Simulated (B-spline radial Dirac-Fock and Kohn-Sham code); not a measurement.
## Dipole and non-dipole photoemission parameters of Co⁺ 2s

System: the Co⁺ ion, configuration [Ar] 3d8; threshold 923.7 eV (orbital energy of the model). Model: Dirac-Hartree-Slater photoionisation with a Latter tail; cross sections with all multipoles, angular parameters from the dipole term and its interference with E2. Program: a radial atomic solver.

The run's input, task.json:

```json
{"items": [{
  "Z": 27,
  "q": 1,
  "cfg": [[1, 0, 2], [2, 0, 2], [2, 1, 6], [3, 0, 2], [3, 1, 6], [3, 2, 8]],
  "A": 59,
  "rrms": 3.7875,
  "do": "xps",
  "hv": [60, 80, 150, 210.0, 693.0, 1000, 1130.0, 1160.0, 1253.6, 1340.0, 1590.0, 1610.0, 1890.0, 1970.0, 2270.0, 2700.0, 2800.0, 2970.0, 2984.4, 4000, 4010.0, 4110.0, 5300.0, 5580.0, 6000, 6790.0, 7170.0, 7600.0, 12200.0, 12700.0]
}]}
```

Launch: `python xray2_run.py task.json out`

For linearly polarised light dσ/dΩ = σ/(4π) [1 + β P₂(cos θ) + (δ + γ cos²θ) sin θ cos φ], with θ from the polarisation vector and φ the angle between the beam and the projection of the electron momentum on the plane normal to the polarisation.

| hν (eV) | σ (kb) | β | γ |
| --- | --- | --- | --- |
| 1000 | 123 | 1.999 | 0.674 |
| 1130 | 103 | 1.999 | 0.319 |
| 1160 | ? | ? | ? |
| 1253.6 | 87.6 | 1.999 | 0.141 |
| 1340 | 78.9 | 1.999 | 0.064 |
| 1590 | 59.4 | 1.999 | -0.043 |
| 1610 | 58.1 | 1.999 | -0.047 |
| 1890 | 43.8 | 1.999 | -0.059 |
| 1970 | 40.6 | 1.999 | -0.054 |
| 2270 | 31.2 | 1.999 | -0.012 |
| 2700 | 22.2 | 1.999 | 0.076 |
| 2800 | 20.6 | 1.999 | 0.099 |
| 2970 | 18.3 | 1.999 | 0.139 |
| 2984.4 | 18.1 | 1.999 | 0.143 |
| 4000 | 9.82 | 1.999 | 0.383 |
| 4010 | 9.77 | 1.999 | 0.385 |
| 4110 | 9.26 | 1.999 | 0.409 |
| 5300 | 5.26 | 1.999 | 0.676 |
| 5580 | 4.67 | 1.999 | 0.734 |
| 6000 | 3.95 | 1.999 | 0.818 |
| 6790 | 2.96 | 1.999 | 0.967 |
| 7170 | 2.60 | 1.999 | 1.035 |
| 7600 | 2.26 | 1.999 | 1.111 |
| 12200 | 0.698 | 1.999 | 1.796 |
| 12700 | 0.630 | 1.999 | 1.860 |

Q: Give the values at 1160 eV.

A: σ = 99.1 kb, β = 1.999, γ = 0.266. For an s subshell δ is negligible.

Values without a named source are computed, but for edge energies of neutral atoms, which are taken from tables.
